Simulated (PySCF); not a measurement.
Species: C₆H₈O.
Numbering: `[CH3:1]/[CH:2]=[C:3]1[CH:4]=[C:5]/1[O:6][CH3:7]`

Cartesian coordinates in Å at the GFN2-xTB level; atoms count from 1:
```xyz
15
C6H8O angstrom
C     -2.6515   -0.2280    0.5696
C     -1.8962    0.6817   -0.3541
C     -0.5921    0.6361   -0.5011
C      0.6840    1.0672   -1.0638
C      0.6984    0.0730   -0.1802
O      1.3739   -0.8134    0.5213
C      2.7803   -0.7884    0.3301
H     -3.1328    0.3439    1.3643
H     -3.4311   -0.7644    0.0279
H     -1.9786   -0.9522    1.0221
H     -2.4768    1.4034   -0.9109
H      1.2006    1.7240   -1.7187
H      3.1905   -1.5712    0.9644
H      3.0338   -0.9849   -0.7150
H      3.1930    0.1811    0.6221
```

NICS is the negative of the GIAO shielding at a point without a nucleus: at the ring centre (0) and 1 Å above and below it (1); zz is the component along the ring normal. Level: GIAO PBE0/pcSseg-1 (PySCF, non-relativistic, gas phase) on the GFN2-xTB geometry, one conformer.

Ring bond lengths (Å), with Mayer bond orders in brackets: C3–C4 1.460 (0.82), C4–C5 1.330 (1.57), C5–C3 1.444 (0.97).

Q: Give the NICS values of each ring in ppm.

A: 
```json
{"ring": "C3–C4–C5", "type": "3-membered carbocycle; formal bonds 1 double, 2 single", "NICS(0)": "-27.5", "NICS(1), two faces": "-6.8 / -6.9", "NICS(1)zz, two faces": "-8.3 / -8.5", "rms pucker (Å)": "0.00", "centre to ring atoms, mean (Å)": "0.81"}
```

Q: What can be read from them?

A: 
- C3–C4–C5: mean NICS(1)zz -8.4 ppm, shielded. NICS(0) lies 21 ppm below the mean NICS(1).

Q: What does the geometric index give? HOMA = 1 − mean of α(R − Ropt)² over the ring bonds, with Krygowski's 1993 parameters (CC: Ropt 1.388 Å, α 257.7 Å⁻²).

A: 
- C3–C4–C5: HOMA 0.00 = 1 − EN − GEO, with mean bond length 1.411 Å, EN = α(Ropt − mean)² = 0.141 and GEO = α × variance = 0.860.

Q: At the first NICS(1) probe listed for ring C3–C4–C5, 1 Å off the ring, what do the in-plane components average?

A: The isotropic value is a third of the trace: (3 × -6.8 − (-8.3))/2 = -6.0 ppm.

Q: What are the shieldings of the ring atoms and their hydrogens in the same run (means over atoms taken as equivalent)?

A: 
```
atoms                      environment  σ isotropic (ppm)
   C3  fully substituted alkene carbon               66.5
   C4                 alkene CH carbon               90.0
   C5    vinylic carbon bearing oxygen               24.3
  H12                 vinylic hydrogen              25.73
```
